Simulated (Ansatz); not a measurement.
`C#CC(F)CCl` + `[SnH4]` → `C#C[CH](F)[SnH3]` + `CCl`  (formal exchange of groups at a C–C bond)

Program: Ansatz. Geometries: PBE0-D4/def2-TZVP. ΔE: electronic, gas phase. CCSD(T)/CBS adds triple-zeta CCSD(T) − MP2 to the extrapolated MP2 energy (def2 sets, frozen cores). This one scheme is used for every species. Functionals use def2-TZVPP. B3LYP here is the variant with VWN-RPA as its local correlation; programs differ in this. def2 core potentials past Kr. For Sn outer-core shells are correlated without core-valence functions, which leaves a few kJ/mol of doubt a bond. One conformer a species, not always the lowest.

```tsv
level	ΔE (kcal/mol)
B3LYP-D4	-0.9
ωB97X-V	1.2
```

Q: What does CCSD(T)/CBS give? (An estimate is asked.)

A: Ansatz gave: -0.4 kcal/mol. The listed levels differ from it by -0.5, 1.6 kcal/mol.

Largest T1 diagnostic among the species: 0.013.

In def2-TZVPP, CCSD(T) changes the Hartree–Fock value by −1.2 kcal/mol (the triples alone add −0.2 kcal/mol) and MP2 by −1.8 kcal/mol. From PBE to PBE0 (25 % exact exchange), in def2-TZVPP and without D4, ΔE moves by +1.4 kcal/mol.
